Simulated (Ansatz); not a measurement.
Isolated molecules relaxed with PBE0-D4/def2-TZVP in Ansatz; ΔE leaves out vibrations. CCSD(T)/CBS adds triple-zeta CCSD(T) − MP2 to the extrapolated MP2 energy (def2 sets, frozen cores). For Ge, Se outer-core shells are correlated without core-valence functions, which leaves a few kJ/mol of doubt a bond. Scalar relativity is left out up to krypton. One conformer a species, not always the lowest.

Consider the cleavage of the B–Ge bond: `N[BH][GeH3]` + H₂Se → `NB[SeH]` + GeH₄.

`N[BH][GeH3]`:

```xyz
9

N     1.622    0.048   -0.312
B     0.586   -0.111    0.592
Ge   -1.375    0.015   -0.038
H     1.484    0.227   -1.293
H     2.593   -0.006   -0.048
H     0.865   -0.321    1.738
H    -2.152   -1.290    0.228
H    -1.480    0.300   -1.554
H    -2.145    1.138    0.686
```

H₂Se:

Z-matrix (Å, degrees):
```
Se
H 1 1.467
H 1 1.467 2 91.2
```

`NB[SeH]`:

Cartesian coordinates in Å:
```
N 0.765 0.467 -0.823
B -0.305 0.050 -0.041
Se 0.009 -1.008 1.574
H 0.631 1.011 -1.657
H 1.730 0.263 -0.625
H -1.421 0.335 -0.348
H -1.410 -1.118 1.920
```

GeH₄:

Cartesian coordinates in Å:
```
Ge 0.000 0.000 0.000
H 1.000 -1.144 0.207
H -0.395 0.586 1.362
H -1.251 -0.536 -0.708
H 0.645 1.095 -0.860
```

```tsv
level	ΔE (kJ/mol)
CCSD(T)/def2-SVP	-67.7
MP2/def2-QZVPP	-72.2
```

(1) What does CCSD(T)/CBS give? (Best estimate.)

Largest T1 diagnostic among the species: 0.013.

## Answers

(1) The calculation gave: -64.8 kJ/mol. The listed levels differ from it by -2.9, -7.4 kJ/mol.

From BLYP to BHLYP (50 % exact exchange), in def2-TZVPP and without D4, ΔE moves by −6.3 kJ/mol. Leaving LDA and LC-ωPBE aside and taking each functional with its dispersion term where it has one, the values, not all of them listed here, spread over 6.9 kJ/mol, from PBE-QIDH to BLYP-D4.
